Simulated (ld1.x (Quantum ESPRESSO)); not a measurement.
**Reading a pseudo-wave (beryllium)**

Columns: radius, all-electron u(r) and pseudo u(r) of the 2s shell (level -5.61 eV) of beryllium in the configuration [He] 2s2 2p0; LDA (PZ), non-relativistic, PAW scheme, ld1.x (Quantum ESPRESSO) 7.5.

```tsv
r (bohr)	all-electron	pseudo
0.163	0.2454	-0.0910
0.325	0.2221	-0.1792
0.488	0.1003	-0.2633
0.650	-0.0467	-0.3405
0.813	-0.1892	-0.4102
0.975	-0.3128	-0.4704
1.138	-0.4150	-0.5212
1.300	-0.4945	-0.5619
1.463	-0.5536	-0.5930
1.625	-0.5941	-0.6148
1.788	-0.6190	-0.6280
1.950	-0.6304	-0.6334
2.113	-0.6311	-0.6316
2.275	-0.6232	-0.6232
2.438	-0.6085	-0.6085
2.600	-0.5887	-0.5887
2.763	-0.5652	-0.5652
2.925	-0.5391	-0.5391
3.088	-0.5113	-0.5113
3.250	-0.4827	-0.4827
3.413	-0.4536	-0.4536
3.575	-0.4248	-0.4248
3.738	-0.3964	-0.3964
3.900	-0.3689	-0.3689
4.063	-0.3423	-0.3423
4.225	-0.3170	-0.3170
```

Problem. How many radial nodes do the two functions have?

Solution. The all-electron 2s function has n − l − 1 = 1; the pseudo-wave has 0, since the states of the same l below it are removed with the core.

Problem. At about which radius was the pseudo-wave matched?

Solution. 2.30 bohr, where the columns begin to agree (steps of 0.16 bohr).

Problem. Is the pseudo-wave norm-conserving?

Solution. No, it belongs to a PAW set: the norm inside the radius is not constrained, and the difference is carried by the augmentation charge.
